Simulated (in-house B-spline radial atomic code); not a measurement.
Values are calculated unless marked as measured or tabulated.
**Ga II (Ga+) at several levels of theory**

Ground configuration [Ar] 3d10 4s2. All numbers come from a B-spline radial code for spherical atoms, all electrons, at the radial basis limit. Mean-field, RPA, GW and linear-response runs are scalar-relativistic (one-electron X2C), no spin-orbit coupling, without Breit or QED terms, open shells spin-polarised at highest spin; the many-body runs on Dirac-Hartree-Fock orbitals are four-component, and their energies hold both.

**Ionisation energy.** The reference is 20.515 eV (NIST, measured).

```csv
method,value (eV),minus reference (eV)
minus the highest LDA VWN5 level,16.65,-3.87
"LDA VWN5, difference of total energies",21.16,+0.65
minus the highest PBE level,16.33,-4.19
"PBE, difference of total energies",20.79,+0.27
G0W0 on PBE,20.83,+0.31
exact exchange + RPA on PBE,20.92,+0.41
exact exchange + RPA + SOSEX on PBE,20.37,-0.14
minus the highest r2SCAN level,16.61,-3.91
"r2SCAN, difference of total energies",20.52,0.00
minus the highest PBE0 level,17.22,-3.30
"PBE0, difference of total energies",20.44,-0.08
G0W0 on PBE0,20.74,+0.22
minus the highest B3LYP (VWN-RPA) level,17.23,-3.28
"B3LYP (VWN-RPA), difference of total energies",20.85,+0.33
minus the highest CAM-B3LYP level,18.75,-1.76
minus the highest LC-wPBE level,19.96,-0.56
minus the highest Hartree-Fock level,19.03,-1.48
"Hartree-Fock, difference of total energies",18.75,-1.77
G0W0 on Hartree-Fock,20.46,-0.06
"MP2, difference of total energies",20.51,0.00
CI + MBPT for the two outer electrons,20.37,-0.14
Dirac-Fock + self-energy with TDHF screening (4s1/2),19.97,-0.54
```

**Question.** Which methods come closest, and which lies farthest off?

**Answer.** Closest: MP2, difference of total energies (0.00 eV) and r2SCAN, difference of total energies (0.00 eV). Farthest: minus the highest PBE level (-4.19 eV). The PBE level misses by -4.2 eV while the PBE energy difference misses by +0.27 eV: the semilocal potential lacks the −1/r tail and the energy is convex in the electron number, but total energies at whole numbers are far better.

**Static dipole polarisability and C6** of two like species, by linear response (no reference value is at hand):

| method | α (bohr³) | C6 (hartree·bohr⁶) |
| --- | --- | --- |
| LDA VWN5 | 16.72 | 83.63 |
| PBE | 17.42 | 88.54 |
| PBE0 | 18.33 | 94.09 |
| B3LYP (VWN-RPA) | 17.49 | 88.39 |
| CAM-B3LYP | 17.71 | 89.74 |
| LC-wPBE | 18.68 | 96.72 |
| TDHF | 21.28 | 113.5 |
| relativistic RPA (four-component TDHF) | 21.26 | 113.4 |

**Question.** What mean excitation energy do α and C6 imply in London's formula C6 = (3/4) α² ω?

**Answer.** LDA VWN5: ω = 0.399 hartree; relativistic RPA (four-component TDHF): ω = 0.335 hartree. A method that puts the excitations lower gives a larger α and a smaller ω.

**Lowest terms** (eV, full linear response; a dash marks a state above the method's threshold or not assigned, «imaginary» a triplet instability of the closed-shell solution):

```json
{"method": "LDA VWN5", "4s → 4p 3P": "6.432", "4s → 4p 1P": "9.041", "4s → 5s 3S": "12.684"}
{"method": "PBE", "4s → 4p 3P": "6.060", "4s → 4p 1P": "8.864", "4s → 5s 3S": "12.174"}
{"method": "PBE0", "4s → 4p 3P": "5.692", "4s → 4p 1P": "8.643", "4s → 5s 3S": "12.184"}
{"method": "B3LYP (VWN-RPA)", "4s → 4p 3P": "6.055", "4s → 4p 1P": "8.838", "4s → 5s 3S": "12.366"}
{"method": "CAM-B3LYP", "4s → 4p 3P": "5.922", "4s → 4p 1P": "8.761", "4s → 5s 3S": "12.420"}
{"method": "LC-wPBE", "4s → 4p 3P": "5.369", "4s → 4p 1P": "8.497", "4s → 5s 3S": "12.451"}
{"method": "TDHF", "4s → 4p 3P": "4.082", "4s → 4p 1P": "8.016", "4s → 5s 3S": "11.407"}
{"method": "BSE on G0W0@HF", "4s → 4p 3P": "5.713", "4s → 4p 1P": "8.886", "4s → 5s 3S": "12.795"}
{"method": "CI + MBPT, average over J", "4s → 4p 3P": "5.910", "4s → 4p 1P": "8.691", "4s → 5s 3S": "12.663"}
{"method": "measured, average over J (NIST)", "4s → 4p 3P": "5.987", "4s → 4p 1P": "8.766", "4s → 5s 3S": "12.764"}
```

**Question.** Which methods give these terms best?

**Answer.** Mean absolute differences from the measured values, for methods that give all terms: CI + MBPT, average over J 0.08 eV; CAM-B3LYP 0.14 eV; BSE on G0W0@HF 0.14 eV; B3LYP (VWN-RPA) 0.18 eV; PBE 0.25 eV; LDA VWN5 0.27 eV; PBE0 0.33 eV; LC-wPBE 0.40 eV; TDHF 1.34 eV. Triplets fall as the share of exact exchange grows, since unscreened exchange drives the closed shell towards a triplet instability.

Run times on one thread of shared hosts: mean field, RPA, SOSEX and G0W0 on PBE, for the atom and its ion, 9.4 s (Arm Neoverse N1); TDDFT with PBE, 1.8 s (Arm Neoverse N1); G0W0 and BSE, 9.1 s (Arm Neoverse N1); CI + MBPT, 110 s (Intel Xeon Platinum 8488C); removal energies by the self-energy, 20 s (Arm Neoverse V2).
